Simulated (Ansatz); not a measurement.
Z-matrix (Å, degrees):
```
C
O 1 1.2621
N 1 1.2938 2 126.20
H 3 1.0137 1 119.97 2 179.96
H 3 1.0160 4 118.21 1 180.00
H 1 1.1035 2 112.76 3 179.90
```
Charge +1, spin multiplicity 2.

Computed with frozen-core CCSD(T)/cc-pVTZ // B3LYP-D3(BJ)/def2-TZVP (Ansatz, a quantum-chemistry and plane-wave program).

```
Property                       Result
----------------------  -------------
HF energy               -168.69198 Ha
MP2 correlation energy    -0.53374 Ha
```

### Question
Estimate the CCSD correlation energy, the (T) correction, the total energy and the T1 diagnostic.

### Answer

```json
{
 "CCSD correlation energy": "-0.56020 Ha",
 "(T) correction": "-0.02224 Ha",
 "CCSD(T) total energy": "-169.27442 Ha",
 "T1 diagnostic": "0.021"
}
```
